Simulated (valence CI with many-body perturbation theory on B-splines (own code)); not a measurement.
# Al6+: E2, M1 decay

Calculated by configuration interaction combined with many-body perturbation theory (CI+MBPT): five valence electrons over a frozen Dirac-Fock core [He], a basis of 9 s, 9 p, 8 d, 6 f, 3 g, 1 h functions for each j, with the one-electron correlation potential Σ1, the two-electron term Σ2, the three-electron term Σ3, Breit, model QED; selected CI, second order for the rest, scaled by the run's own slope (own B-spline code, finite nucleus).

Against 27 measured levels this calculation errs by 253 cm⁻¹ on average and by 601 at most. These come from a selection out of NIST levels in Kelleher and Podobedova, J. Phys. Chem. Ref. Data 37, 709 (2008); Martin and Zalubas, J. Phys. Chem. Ref. Data 8, 817 (1979). Levels without a partner in it may be off by more. Among the levels kept, up to 2700 cm⁻¹ of a level comes from second order outside the variational space, and about a tenth of that is noise between levels of different J, which matters for small intervals. 1 measured level below the end of the list, from 1318010 cm⁻¹ on, found no clear computed partner, and computed levels of the same name lie up to 2685 cm⁻¹ from them.

Lines 1 to 17 of 17 in falling wavelength, among levels below 1364200 cm⁻¹, chosen from the decays that carry over 1 % of a level's rate. Wavelengths and rates use the calculated energies, so an error of 300 cm⁻¹ moves a line at 3088 Å by 0.93 % and its rate by three times that or more. Electric multipoles are in the length gauge, E1 and E2 with the static RPA response of the core. Weak lines are less certain than strong ones. Lines between different terms over intervals too small for the method are left out, as are lines whose strength nearly cancels.

Letters in brackets count levels of one name in rising energy.

| λ vac (Å) | λ from measured levels | Upper | Lower | Type | A (s⁻¹) | Branch % |
| --- | --- | --- | --- | --- | --- | --- |
| 3088 | 3097 | 2s2.2p3 2P°_1/2 | 2s2.2p3 2D°_3/2 | M1 | 5.49e+00 | 28.9 |
| 3088 | 3097 | 2s2.2p3 2P°_1/2 | 2s2.2p3 2D°_3/2 | E2 | 2.87e-01 | 1.5 |
| 3069 | 3077 | 2s2.2p3 2P°_3/2 | 2s2.2p3 2D°_5/2 | M1 | 5.04e+00 | 10.9 |
| 3063 | 3072 | 2s2.2p3 2P°_3/2 | 2s2.2p3 2D°_3/2 | M1 | 8.97e+00 | 19.4 |
| 1598 | 1605 | 2s2.2p3 2D°_3/2 | 2s2.2p3 4S°_3/2 | M1 | 4.42e-01 | 99.2 |
| 1596 | 1603 | 2s2.2p3 2D°_5/2 | 2s2.2p3 4S°_3/2 | M1 | 1.05e-02 | 67.0 |
| 1596 | 1603 | 2s2.2p3 2D°_5/2 | 2s2.2p3 4S°_3/2 | E2 | 5.16e-03 | 32.9 |
| 1053 | 1057 | 2s2.2p3 2P°_1/2 | 2s2.2p3 4S°_3/2 | M1 | 1.30e+01 | 68.6 |
| 1050 | 1054 | 2s2.2p3 2P°_3/2 | 2s2.2p3 4S°_3/2 | M1 | 3.18e+01 | 68.7 |
| 87.04 |  | 2s2.2p2.3p 2S°_1/2 | 2s2.2p3 2D°_5/2 | E2 | 7.74e+06 | 2.2 |
| 87.03 |  | 2s2.2p2.3p 2S°_1/2 | 2s2.2p3 2D°_3/2 | E2 | 5.82e+06 | 1.6 |
| 85.17 |  | 2s2.2p2.3p 2D°_3/2 [a] | 2s2.2p3 2D°_3/2 | E2 | 6.90e+06 | 1.0 |
| 84.97 |  | 2s2.2p2.3p 2D°_5/2 [a] | 2s2.2p3 2D°_5/2 | E2 | 7.44e+06 | 1.1 |
| 81.97 |  | 2s2.2p2.3p 4D°_1/2 | 2s2.2p3 4S°_3/2 | E2 | 6.34e+06 | 1.1 |
| 81.91 |  | 2s2.2p2.3p 4D°_3/2 | 2s2.2p3 4S°_3/2 | E2 | 6.28e+06 | 1.0 |
| 81.82 |  | 2s2.2p2.3p 4D°_5/2 | 2s2.2p3 4S°_3/2 | E2 | 6.28e+06 | 1.0 |
| 81.68 |  | 2s2.2p2.3p 4D°_7/2 | 2s2.2p3 4S°_3/2 | E2 | 6.38e+06 | 1.1 |
